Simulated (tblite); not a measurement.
Compound: C6H4BrClOS.
Numbering: `[CH3:1][c:2]1[cH:3][s:4][c:5]([C:6](=[O:7])[Cl:8])[c:9]1[Br:10]` (hydrogens: H11, H12, H13 on C1; H14 on C3)

Computed with GFN2-xTB (tblite), gas phase: L-BFGS steps from a force-field or distance-geometry start until the largest atomic force falls under 0.01 eV/Å.

Step 9: E = -838.7720 eV
```
atom  x, y, z in Å  |  force x, y, z in eV/Å
C1     -2.2673   -0.4200    0.1990    0.040   0.009  -0.019
C2     -0.9081    0.1510   -0.0175    0.028  -0.022   0.027
C3     -0.6458    1.4437   -0.3715   -0.008  -0.028   0.040
S4      1.0226    1.8056   -0.5021   -0.017  -0.011   0.008
C5      1.4363    0.1675   -0.1164   -0.055   0.020  -0.007
C6      2.7990   -0.3019   -0.0972   -0.094  -0.039   0.000
O7      3.1873   -1.4204   -0.2172    0.004   0.059   0.092
Cl8     3.9421    1.0358    0.1473    0.072   0.024  -0.066
C9      0.2976   -0.5786    0.1175    0.006  -0.058  -0.027
Br10    0.3372   -2.3820    0.6283   -0.031  -0.021  -0.027
H11    -2.3697   -0.7910    1.2192    0.036   0.041  -0.037
H12    -3.0165    0.3457    0.0168   -0.037  -0.063   0.020
H13    -2.4386   -1.2617   -0.4717    0.018   0.031   0.000
H14    -1.3768    2.2058   -0.5568    0.039   0.059  -0.004
```

Step 10: E = -838.7735 eV
```
atom  x, y, z in Å  |  force x, y, z in eV/Å
C1     -2.2655   -0.4196    0.1984    0.015   0.008  -0.014
C2     -0.9069    0.1508   -0.0179    0.020  -0.011   0.029
C3     -0.6466    1.4447   -0.3694    0.000   0.006   0.017
S4      1.0232    1.8050   -0.4999   -0.041   0.011   0.000
C5      1.4354    0.1669   -0.1173   -0.039   0.021  -0.004
C6      2.7962   -0.3032   -0.0976   -0.037   0.001   0.018
O7      3.1840   -1.4218   -0.2122    0.026   0.054   0.086
Cl8     3.9409    1.0397    0.1436    0.044  -0.026  -0.076
C9      0.2987   -0.5807    0.1167   -0.062  -0.045  -0.025
Br10    0.3370   -2.3853    0.6275   -0.031   0.007  -0.036
H11    -2.3669   -0.7899    1.2183    0.032   0.027  -0.017
H12    -3.0173    0.3439    0.0174   -0.024  -0.054   0.015
H13    -2.4360   -1.2607   -0.4719    0.011   0.008  -0.012
H14    -1.3769    2.2098   -0.5579    0.083  -0.008   0.020
```

Step 11: E = -838.7747 eV
```
atom  x, y, z in Å  |  force x, y, z in eV/Å
C1     -2.2635   -0.4191    0.1976   -0.017  -0.004  -0.005
C2     -0.9057    0.1505   -0.0176    0.001   0.024   0.011
C3     -0.6471    1.4455   -0.3674    0.017   0.004   0.007
S4      1.0230    1.8048   -0.4979   -0.043   0.023  -0.005
C5      1.4337    0.1667   -0.1181   -0.016   0.009  -0.002
C6      2.7925   -0.3042   -0.0974    0.027   0.045   0.032
O7      3.1820   -1.4223   -0.2062    0.030   0.034   0.079
Cl8     3.9405    1.0423    0.1388    0.014  -0.057  -0.082
C9      0.2986   -0.5830    0.1154   -0.088  -0.013  -0.022
Br10    0.3363   -2.3877    0.6259   -0.030   0.014  -0.041
H11    -2.3638   -0.7884    1.2172    0.025   0.008   0.008
H12    -3.0183    0.3413    0.0181   -0.017  -0.034   0.006
H13    -2.4335   -1.2598   -0.4722    0.007  -0.014  -0.023
H14    -1.3753    2.2129   -0.5584    0.089  -0.039   0.035
```

Q: Estimate the geometry and energy of step 12. (The exact step hangs on the optimiser's Hessian estimate; all steps are aligned on step 11, rigid shifts and turns removed.)

A: E = -838.7761 eV, largest force 0.118 eV/Å
```
atom  x, y, z in Å  |  force x, y, z in eV/Å
C1     -2.2614   -0.4187    0.1967   -0.047  -0.018   0.005
C2     -0.9049    0.1507   -0.0171   -0.034   0.035  -0.011
C3     -0.6469    1.4462   -0.3649    0.025   0.014  -0.003
S4      1.0222    1.8052   -0.4954   -0.019   0.022  -0.008
C5      1.4310    0.1665   -0.1190    0.016  -0.008   0.002
C6      2.7884   -0.3047   -0.0966    0.082   0.075   0.041
O7      3.1805   -1.4223   -0.1976    0.022   0.009   0.072
Cl8     3.9395    1.0442    0.1315   -0.008  -0.068  -0.085
C9      0.2971   -0.5857    0.1133   -0.073   0.029  -0.015
Br10    0.3350   -2.3897    0.6232   -0.031   0.011  -0.043
H11    -2.3595   -0.7868    1.2160    0.014  -0.015   0.033
H12    -3.0196    0.3380    0.0190   -0.017  -0.007  -0.004
H13    -2.4302   -1.2590   -0.4730    0.003  -0.034  -0.029
H14    -1.3720    2.2156   -0.5583    0.068  -0.047   0.045
```

The energy changes by -0.0014 eV. The first-order estimate −F·Δx gives -0.0019 eV and the mean of the old and new forces, exact on a quadratic surface, -0.0014 eV. The step makes an angle of 60° with the force vector and moves no atom by more than 0.009 Å.

What follows is the cost of the whole relaxation. Time: 0.68 s of wall time. Hardware: one thread, Arm Neoverse V1 (aarch64) (shared host).
